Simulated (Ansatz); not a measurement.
`[Cl][SnH2][GeH3]` + `[SiH3][S][GeH3]` → `[GeH3][SnH3]` + `Cl[SiH2][S][GeH3]`  (redistribution)

Isolated molecules relaxed with PBE0-D4/def2-TZVP in Ansatz; ΔE leaves out vibrations. CCSD(T)/CBS adds triple-zeta CCSD(T) − MP2 to the extrapolated MP2 energy (def2 sets, frozen cores). DFT in def2-TZVPP. def2 core potentials past Kr. For Ge, Sn outer-core shells are correlated without core-valence functions, which leaves a few kJ/mol of doubt a bond. Scalar relativity is left out up to krypton. Each species was taken in one conformer, which may not be the lowest.

```csv
level,ΔE (kJ/mol)
revPBE,0.5
HF/def2-QZVPP,9.3
```

(1) What does CCSD(T)/CBS give? (Best estimate.)

Largest T1 diagnostic among the species: 0.012.

Answers

(1) The calculation gave: -1.1 kJ/mol. The listed levels differ from it by 1.6, 10.4 kJ/mol.

In def2-TZVPP, CCSD(T) changes the Hartree–Fock value by −14.2 kJ/mol (the triples alone add −1.3 kJ/mol) and MP2 by −15.6 kJ/mol. At CCSD(T), def2-SVP lies +3.4 kJ/mol from the extrapolated value and def2-TZVPP −5.1 kJ/mol. Leaving LDA and LC-ωPBE aside and taking each functional with its dispersion term where it has one, the values, not all of them listed here, spread over 8.3 kJ/mol, from PBE-QIDH to BLYP-D4. LDA lies −10.9 kJ/mol from PBE without D4.
